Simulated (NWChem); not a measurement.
**Atomisation of H2Cl3NSi**

```xyz
7

N      0.1747    -1.9704     0.0000
Si     0.0171    -0.2779     0.0000
Cl     0.9215     0.4544    -1.6993
Cl     0.9215     0.4544     1.6993
Cl    -1.9312     0.4267     0.0000
H      0.0183    -2.5100    -0.8456
H      0.0183    -2.5100     0.8456
```
Charge 0, spin multiplicity 1.

Everything below was run with NWChem. The geometry was optimised at B3LYP/def2-SVP, a minimum by its harmonic frequencies.

Basis set: def2-TZVP. The atomisation energy is electronic alone: no zero-point, thermal, spin-orbit or counterpoise terms. No value is extrapolated to the basis-set limit. Free atoms are single determinants with multiplicities N 4, Si 3, Cl 2, H 2.

B3LYP has NWChem's definition, with VWN1-RPA local correlation. The structure started from a generated list of species. The stability of the SCF solutions was not checked.

Order these methods by the atomisation energy they give, lowest first: PBE0, B3LYP, PBE, TPSS.

B3LYP (553.5 kcal/mol), TPSS (563.8 kcal/mol), PBE0 (564.8 kcal/mol), PBE (574.5 kcal/mol)
